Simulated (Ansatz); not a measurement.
```yaml
crystal:
  periodic: [false, false, false]
  atoms:
    - {symbol: C, position_ang: [-1.630855, 0.260847, -0.357983]}
    - {symbol: Si, position_ang: [-0.001103, -0.638207, -0.150364]}
    - {symbol: N, position_ang: [1.158135, 0.051937, 0.981214]}
    - {symbol: Al, position_ang: [2.133650, 0.155742, -0.501475]}
    - {symbol: H, position_ang: [-2.188659, -0.158556, -1.200090]}
    - {symbol: H, position_ang: [-2.248134, 0.142718, 0.538310]}
    - {symbol: H, position_ang: [-1.482648, 1.326794, -0.539177]}
    - {symbol: H, position_ang: [-0.336030, -2.076446, 0.092303]}
    - {symbol: H, position_ang: [1.093461, 0.196982, 1.977779]}
    - {symbol: H, position_ang: [3.585182, 0.687089, -0.837517]}
basis:
  gaussian: {orbitals: aug-pcseg-2}
total_charge: -1
magnetization: {spin_polarized: true, initial_magnetization: 2}
hamiltonian: {xc: {name: B97}}
output: {forces: true}
```

```sh
$ ansatz run in.yaml --threads 2 --pin off --events-out ev --progress --plain --max-ram 4352MiB
```

Output, abridged:

```
Error: a molecule whose nuclei and cores have a total charge of 46 cannot have a net charge of -1 together with 2 unpaired electrons
```

**Question.** Something in this input is off. What?

**Answer.** The number of unpaired electrons doesn't fit the electron count. The program refused the input.
